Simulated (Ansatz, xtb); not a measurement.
A geometry optimisation of CInOSi with r2SCAN-D4/def2-SVP

The starting geometry of this gas-phase doublet was built from a drawn formula by distance geometry and a force field; its bonds are those of `[In][Si]1=[C]O1`.

```xyz
4

C     1.2002   -1.8844    2.9452
In   -1.7469   -2.3371    0.4783
O     0.5124   -2.6858    3.8634
Si   -0.2587   -2.4447    2.4602
```

Q: Where would you expect an optimisation with r2SCAN-D4/def2-SVP to take it?

A: A new bond forms, giving a structure given below by its coordinates. Distances that change by over a tenth: C1–O3 (1.40 → 1.25 Å), C1–Si4 (1.64 → 1.96 Å), In2–Si4 (2.48 → 2.94 Å), O3–Si4 (1.62 → 2.01 Å). Contacts that close: C1–In2 (3.87 → 2.31 Å).

The energy falls by 2.51 eV over 14 steps:

| step | E − E(last) (eV) |
| --- | --- |
| 1 | 2.512 |
| 2 | 1.706 |
| 4 | 0.924 |
| 5 | 0.787 |
| 7 | 0.493 |
| 8 | 0.305 |
| 10 | 0.063 |
| 11 | 0.005 |
| 13 | 0.000 |
| 14 | 0.000 |

Final geometry (Å):

```xyz
4

C     0.5758   -2.1804    2.3527
In   -0.8116   -2.0363    0.5127
O     0.9531   -2.3767    3.5248
Si   -1.0105   -2.7587    3.3569
```

From the same start GFN2-xTB ends elsewhere, differing in C1–In2 (3.00 against 2.31 Å here), In2–O3 (2.20 against 3.51 Å here), O3–Si4 (2.22 against 2.01 Å here).

The end wasn't checked by frequencies. Open shells are spin-unrestricted. Atoms past krypton carry core potentials, without spin–orbit terms. Run with Ansatz 0.2.0, 86 s on 1 thread of Intel(R) Xeon(R) 6975P-C (Granite Rapids), with other jobs on the host.
